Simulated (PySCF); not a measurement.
| wavenumber (cm⁻¹) | absorption (km/mol per cm⁻¹) |
| --- | --- |
| 0 | 0.002 |
| 6 | 0.002 |
| 11 | 0.003 |
| 17 | 0.003 |
| 22 | 0.004 |
| 28 | 0.005 |
| 34 | 0.007 |
| 39 | 0.012 |
| 45 | 0.026 |
| 50 | 0.085 |
| 56 | 0.103 |
| 61 | 0.042 |
| 67 | 0.064 |
| 73 | 0.048 |
| 78 | 0.017 |
| 84 | 0.009 |
| 89 | 0.007 |
| 95 | 0.005 |
| 101 | 0.005 |
| 106 | 0.005 |
| 112 | 0.005 |
| 117 | 0.005 |
| 123 | 0.005 |
| 129 | 0.005 |
| 134 | 0.005 |
| 140 | 0.006 |
| 145 | 0.006 |
| 151 | 0.006 |
| 156 | 0.007 |
| 162 | 0.008 |
| 168 | 0.009 |
| 173 | 0.010 |
| 179 | 0.011 |
| 184 | 0.013 |
| 190 | 0.015 |
| 196 | 0.018 |
| 201 | 0.022 |
| 207 | 0.026 |
| 212 | 0.033 |
| 218 | 0.043 |
| 223 | 0.057 |
| 229 | 0.080 |
| 235 | 0.121 |
| 240 | 0.201 |
| 246 | 0.396 |
| 251 | 1.050 |
| 257 | 3.827 |
| 263 | 2.227 |
| 268 | 0.660 |
| 274 | 0.289 |
| 279 | 0.159 |
| 285 | 0.100 |
| 291 | 0.069 |
| 296 | 0.050 |
| 302 | 0.038 |
| 307 | 0.030 |
| 313 | 0.024 |
| 318 | 0.020 |
| 324 | 0.017 |
| 330 | 0.014 |

This is the computed harmonic infrared spectrum of singlet SnI₃⁺, Lorentzian lines of 8 cm⁻¹ full width. These are results of PBE0/[Sn def2-TZVP with ECP28, I def2-TZVP with ECP28], scalar-relativistic core potentials, density fitting, no spin–orbit coupling, PySCF, not measurements.

Task: Which bands make it up, and how are they assigned?

Result: In D3h symmetry, counting bands above 1 % of the strongest: 53 cm⁻¹ (e', 1.7 km/mol); 69 cm⁻¹ (a2'', 0.9 km/mol); 259 cm⁻¹ (e', 56 km/mol).

Only a few start shapes were tried, so a lower isomer may exist.
